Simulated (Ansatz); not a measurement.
A structure relaxed at PBE0-D4/def2-SVP in Ansatz, charge 0, singlet:

```xyz
18

Ge   -0.5454    2.1302    0.7530
Ge    0.3532   -0.2549   -2.2831
Ge   -0.9545   -1.7945    1.1275
Ge   -0.3525    0.2546    2.2832
Ge    0.5452   -2.1304   -0.7526
Ge    0.9536    1.7949   -1.1278
H    -0.2278    3.4569    1.4738
H    -1.9955    2.2037    0.2310
H     1.2507   -0.4665   -3.5202
H    -1.1090   -0.1490   -2.7645
H    -0.9015   -2.9994    2.0898
H    -2.3987   -1.6662    0.5995
H     1.1102    0.1480    2.7631
H    -1.2486    0.4662    3.5213
H     1.9952   -2.2039   -0.2298
H     0.2280   -3.4572   -1.4734
H     2.3981    1.6681   -0.6004
H     0.8991    2.9995   -2.0904
```

Q: Give its formula and point group.

A: Ge6H12, a cluster cut from cubic germanium. Point group D3d (tolerance 0.1 Å).

Q: Summarise the bond lengths by kind (pairs closer than 1.2 times the sum of covalent radii, bridged metal pairs left out).

A: 6 × Ge–Ge 2.43 Å; 12 × Ge–H 1.54 Å.
